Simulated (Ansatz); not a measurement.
`F[C@H](Cl)[Si@@H]1CO1`, relaxed with RKS PBE0-D4/def2-TZVP in Ansatz from a PBE-D4/def2-SVP geometry. The force threshold is 0.005 eV/Å; the program also tests the step.

The species carries charge 0 and has multiplicity 1.

Start:

```xyz
10

F     1.577    2.028   -0.500
C     1.254    0.921    0.254
Cl    2.322   -0.467   -0.164
Si   -0.576    0.438   -0.063
C    -1.115   -1.311    0.000
O    -0.878   -0.679   -1.313
H     1.465    1.157    1.321
H    -1.486    1.619    0.041
H    -2.172   -1.592    0.181
H    -0.391   -2.113    0.245
```

```csv
step,energy (eV),largest force (eV/Å),largest move (Å)
1,-27291.4436,1.105,0.000
2,-27291.5046,0.689,0.023
3,-27291.5253,0.157,0.023
4,-27291.5264,0.090,0.012
5,-27291.5270,0.011,0.010
6,-27291.5270,0.005,0.004
7,-27291.5270,0.005,0.004
8,-27291.5271,0.005,0.009
9,-27291.5271,0.003,0.005
```

End:

```xyz
10

F     1.570    1.987   -0.532
C     1.241    0.905    0.247
Cl    2.327   -0.445   -0.113
Si   -0.569    0.413   -0.065
C    -1.109   -1.302    0.012
O    -0.879   -0.646   -1.294
H     1.429    1.182    1.288
H    -1.454    1.587    0.084
H    -2.151   -1.571    0.171
H    -0.406   -2.110    0.204
```

Hardware: 4 threads of an Intel Xeon Platinum 8259CL on a shared host. Wall time 54 s, peak host memory 0.7 GiB.
